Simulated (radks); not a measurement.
The numbers below are computed, except where a source is named.
Effect of the nuclear size on the potassium ion K3+, [Ne] 3s2 3p4. Code: a radial shooting solver on a logarithmic mesh with Libxc functionals. Model: Dirac Kohn-Sham, exchange-only LDA, spin-unpolarised, spherical densities, finite nucleus; open shells fill j = l - 1/2 first; Fermi nuclear charge, rms radius 3.4349 fm. The rms radius is varied about that value; shifts are against it.

| rms radius (fm) | total energy shift (eV) | density at nucleus (e/bohr^3) | 1s1/2 shift (meV) | 2s1/2 shift (meV) | 2p1/2 shift (meV) |
|---|---|---|---|---|---|
| 2.9128 | -0.00659 | 5179 | -2.78 | -0.214 | 0.035 |
| 3.325 | -0.00148 | 5163 | -0.622 | -0.048 | 0.008 |
| 3.4349 | 0 | 5159 | 0.000 | 0.000 | 0.000 |
| 3.6444 | 0.00294 | 5152 | 1.24 | 0.096 | -0.016 |
| 4.2009 | 0.0116 | 5135 | 4.88 | 0.376 | -0.062 |

Slopes of the eigenvalues against <r^2> in GHz/fm^2, as finite differences over the two radii next to the reference (eigenvalue slopes, not the field-shift constants of lines): 1s1/2 202, 2s1/2 15.6.
